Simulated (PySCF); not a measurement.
A series of related molecules.

All values: PBE0/def2-SVPD (PySCF) at GFN2-xTB geometries, gas phase, one conformer each. Core orbitals are frozen in the response; Δα² is half the sum of the squared differences of the principal polarisabilities.

(1) Rank by dipole moment, highest first.
A. `[N:1]#[C:2][C:3]1=[N:4][Si@@H:5]([O:6][SiH3:7])[CH2:8]1` with N4–Si5–O6–Si7 15°
B. `C1[SiH2]N=C1C#N`
C. `[CH2:1]=[CH:2][CH2:3][Si@@H:4]1[CH2:5][C:6]([C:7]#[N:8])=[N:9]1` with C1–C2–C3–Si4 -106°, C2–C3–Si4–C5 40°
D. `[N:1]#[C:2][C:3]1=[N:4][Si@@H:5]([NH:6][CH:7]=[O:8])[CH2:9]1` with N4–Si5–N6–C7 170°, Si5–N6–C7–O8 -3°
E. `N#CC1=N[Si@H](C(F)(F)F)C1`

(2) Rank by polarisability anisotropy Δα, highest first.
A. `[CH2:1]=[N:2][Si@@H:3]1[CH2:4][C:5]([C:6]#[N:7])=[N:8]1` with C1–N2–Si3–C4 121°
B. `N#CC1=N[Si@H](C(F)(F)F)C1`
C. `[N:1]#[C:2][C:3]1=[N:4][Si@@H:5]([O:6][SiH3:7])[CH2:8]1` with N4–Si5–O6–Si7 15°
D. `[CH2:1]=[CH:2][CH2:3][Si@@H:4]1[CH2:5][C:6]([C:7]#[N:8])=[N:9]1` with C1–C2–C3–Si4 -106°, C2–C3–Si4–C5 40°

## Answers

(1) C (5.16 D), B (4.76 D), A (4.54 D), D (4.23 D), E (3.91 D).

(2) A (7.83 Å³), B (7.20 Å³), C (6.73 Å³), D (5.66 Å³).

All values together:

| SMILES | change | formula | μ (D) | HOMO (eV) | LUMO (eV) | α (Å³) | Δα (Å³) | electrons | α per electron (Å³) |
| --- | --- | --- | --- | --- | --- | --- | --- | --- | --- |
| N#CC1=N[SiH2]C1 | parent | C3H4N2Si | 4.76 | -7.82 | -2.27 | 10.26 | 6.61 | 50 | 0.205 |
| N#CC1=N[Si@@H](NC=O)C1 | H on Si replaced by NHCHO | C4H5N3OSi | 4.23 | -7.79 | -2.28 | 13.33 | 7.93 | 72 | 0.185 |
| N#CC1=N[Si@@H](O[SiH3])C1 | H on Si replaced by OSiH3 | C3H6N2OSi2 | 4.54 | -7.73 | -2.32 | 14.07 | 6.73 | 74 | 0.190 |
| C=CC[Si@@H]1CC(C#N)=N1 | H on Si replaced by allyl | C6H8N2Si | 5.16 | -7.65 | -2.15 | 15.47 | 5.66 | 72 | 0.215 |
| N#CC1=N[Si@H](C(F)(F)F)C1 | H on Si replaced by CF3 | C4H3F3N2Si | 3.91 | -8.32 | -2.79 | 12.34 | 7.20 | 82 | 0.151 |
| C=N[Si@@H]1CC(C#N)=N1 | H on Si replaced by N=CH2 | C4H5N3Si | 4.69 | -7.44 | -2.24 | 13.18 | 7.83 | 64 | 0.206 |

Conformers: `[N:1]#[C:2][C:3]1=[N:4][Si@@H:5]([NH:6][CH:7]=[O:8])[CH2:9]1` with N4–Si5–N6–C7 170°, Si5–N6–C7–O8 -3°; `[N:1]#[C:2][C:3]1=[N:4][Si@@H:5]([O:6][SiH3:7])[CH2:8]1` with N4–Si5–O6–Si7 15°; `[CH2:1]=[CH:2][CH2:3][Si@@H:4]1[CH2:5][C:6]([C:7]#[N:8])=[N:9]1` with C1–C2–C3–Si4 -106°, C2–C3–Si4–C5 40°; `[CH2:1]=[N:2][Si@@H:3]1[CH2:4][C:5]([C:6]#[N:7])=[N:8]1` with C1–N2–Si3–C4 121°.

Q: Give the shifts from the parent, `N#CC1=N[SiH2]C1`.

A: 
| SMILES | change in μ (D) | change in HOMO (eV) | change in LUMO (eV) | change in mean α (Å³) |
| --- | --- | --- | --- | --- |
| N#CC1=N[Si@@H](NC=O)C1 | -0.53 | +0.03 | -0.01 | +3.07 |
| N#CC1=N[Si@@H](O[SiH3])C1 | -0.22 | +0.09 | -0.05 | +3.81 |
| C=CC[Si@@H]1CC(C#N)=N1 | +0.40 | +0.17 | +0.12 | +5.21 |
| N#CC1=N[Si@H](C(F)(F)F)C1 | -0.85 | -0.50 | -0.52 | +2.08 |
| C=N[Si@@H]1CC(C#N)=N1 | -0.07 | +0.38 | +0.03 | +2.92 |

Q: How closely does the mean polarisability follow the number of electrons in this set?

A: The correlation coefficient is 0.59; α per electron runs from 0.151 to 0.215 Å³.
